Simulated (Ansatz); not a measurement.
Cost and result up the ladder for (H2Al-mu-SH)2 (Al₂H₆S₂) (10 atoms). Total charge 0; singlet. Geometry: B3LYP-D4/def2-SVP.

```xyz
10

Al   -1.179    0.624   -0.972
H    -1.455   -0.232   -2.271
H    -1.892    1.961   -0.533
S     1.182    1.028   -0.811
Al    1.022   -0.123    1.290
H     1.963   -1.392    1.241
H     0.968    0.990    2.407
S    -1.242   -0.838    0.932
H     1.567   -0.047   -1.540
H    -0.935   -1.972    0.258
```

Ansatz on 4 threads of Arm Neoverse V1 on a shared host. Times are rough, and most runs start from the orbitals of an earlier one. CAM-B3LYP-D4/def2-TZVP serves as the yardstick here, not as an exact answer. Differences are given only for rows in sets of like size (and for xTB, whose basis is part of the method), since another set adds its own error. Binding counts from free atoms at the same level (Al doublet, H doublet, S triplet; other spins of the atoms weren't run), without zero-point energy or a counterpoise term.

Correlated methods freeze 20 core orbitals.

Correlated methods converge slowly with the basis.

| level | functions | wall time | binding energy per atom (eV) | difference from CAM-B3LYP-D4/def2-TZVP (eV) |
| --- | --- | --- | --- | --- |
| HF/STO-3G | 42 | 0.15 s | 3.29 | – |
| PBE-D4/def2-SVP | 102 | 1.1 s | 2.85 | – |
| PBE0-D4/def2-SVP | 102 | 1.4 s | 2.84 | – |
| HF/def2-TZVP | 184 | 1.5 s | 2.15 | -0.70 |
| MP2/def2-TZVP | 184 | 1.9 s | 2.75 | -0.11 |
| PBE-D4/def2-TZVP | 184 | 1.9 s | 2.84 | -0.01 |
| BLYP-D4/def2-TZVP | 184 | 1.9 s | 2.81 | -0.04 |
| revPBE-D4/def2-TZVP | 184 | 1.9 s | 2.81 | -0.05 |
| CAM-B3LYP-D4/def2-TZVP | 184 | 3.5 s | 2.86 | 0.00 |
| PBE0-D4/def2-TZVP (with forces) | 184 | 4.2 s | 2.84 | -0.02 |
| r2SCAN-D4/def2-TZVP | 184 | 4.5 s | 2.89 | 0.04 |
| r2SCANh-D4/def2-TZVP | 184 | 5.5 s | 2.88 | 0.02 |
| B97M-V/def2-TZVP | 184 | 9 s | 2.94 | 0.09 |
| CCSD(T)/def2-TZVPP | 252 | 5.7 min | 2.81 | -0.05 |
